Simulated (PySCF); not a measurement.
Te(GeH3)(OSiH3) (GeH6OSiTe), SMILES [SiH3]O[Te][GeH3].

Geometry optimised at B3LYP-D3(BJ)/def2-SVP. The structure was generated by enumeration, and PubChem lists no compound with its InChIKey, so it may never have been made. The def2 effective core potentials stand for the cores of Te; spin–orbit coupling is left out. The values are those of a single conformer.

Calculation: M06-2X/def2-TZVP run with PySCF.

The molecule is in vacuum.

Computed frontier levels, gap, dipole moment and polarisability:
```yaml
highest_occupied_level: -7.55 eV
lowest_empty_level: -1.31 eV
orbital_gap: 6.24 eV
dipole_moment: 1.94 D
quadrupole, principal values (traceless, Buckingham form, about the centre of nuclear charge): -5.45, 2.23, 3.22 D·Å
mean_static_polarisability: 99.2 bohr³ (14.71 Å³)
polarisability_principal_values: 76.9, 99.3, 121.5 bohr³
```
